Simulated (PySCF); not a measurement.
C5H12O3Si, singlet, geometry from GFN2-xTB. Base run: PySCF with B3LYP/STO-3G.

The PySCF input:
```python
from pyscf import gto, scf, dft

mol = gto.Mole()
mol.atom = '''
    C     0.935943   -1.844854   -2.016695
    C     0.096260   -0.868445   -1.712864
    Si   -0.083505   -0.044196   -0.027172
    O     0.154078    1.574883   -0.140051
    C     1.280877    2.236941   -0.645149
    O     0.974438   -0.831105    0.917417
    C     1.046491   -0.856908    2.318828
    O    -1.547217   -0.179653    0.663971
    C    -2.741578    0.444732    0.280199
    H     1.595363   -2.257522   -1.272724
    H     0.998969   -2.271061   -3.006927
    H    -0.545963   -0.485853   -2.499484
    H     1.131012    3.306972   -0.496164
    H     2.186437    1.918787   -0.124066
    H     1.403396    2.030423   -1.710925
    H     0.069583   -1.080432    2.748639
    H     1.390645    0.105473    2.705220
    H     1.757789   -1.635551    2.597488
    H    -2.579606    1.505678    0.086385
    H    -3.454226    0.325393    1.097101
    H    -3.142678   -0.025354   -0.620746
'''
mol.basis = 'sto-3g'
mol.charge = 0
mol.spin = 0
mol.verbose = 4
mol.build()

mf = dft.RKS(mol)
mf.xc = 'b3lyp'
mf.kernel()
```

The base run was repeated with changes; each row names its change, and settings that it needs were set with it.

```json
[
 {"change": "base", "ΔE vs base (mEh)": "0.000", "SCF cycles": "10", "outcome": "converged"},
 {"change": "init_guess = vsap", "ΔE vs base (mEh)": "0.000", "SCF cycles": "10", "outcome": "converged"},
 {"change": "conv_tol = 1e-4", "ΔE vs base (mEh)": "0.004", "SCF cycles": "6", "outcome": "converged"},
 {"change": "diis_space = 2", "ΔE vs base (mEh)": "0.000", "SCF cycles": "19", "outcome": "converged"},
 {"change": "diis = off (with mf.max_cycle = 100)", "ΔE vs base (mEh)": "-", "SCF cycles": "100", "outcome": "not converged"},
 {"change": "diis_space = 20", "ΔE vs base (mEh)": "0.000", "SCF cycles": "10", "outcome": "converged"},
 {"change": "solver = newton", "ΔE vs base (mEh)": "0.000", "SCF cycles": "-", "outcome": "converged"},
 {"change": "init_guess = atom", "ΔE vs base (mEh)": "0.000", "SCF cycles": "10", "outcome": "converged"},
 {"change": "conv_tol = 1e-11", "ΔE vs base (mEh)": "0.000", "SCF cycles": "11", "outcome": "converged"},
 {"change": "init_guess = sap", "ΔE vs base (mEh)": "0.000", "SCF cycles": "10", "outcome": "converged"},
 {"change": "diis = off; damp = 0.6 (with mf.diis_start_cycle = 200; with mf.max_cycle = 150)", "ΔE vs base (mEh)": "0.000", "SCF cycles": "18", "outcome": "converged"},
 {"change": "DIIS = EDIIS", "ΔE vs base (mEh)": "-", "SCF cycles": "50", "outcome": "not converged"},
 {"change": "level_shift = 0.5 (with mf.max_cycle = 100)", "ΔE vs base (mEh)": "0.000", "SCF cycles": "16", "outcome": "converged"}
]
```
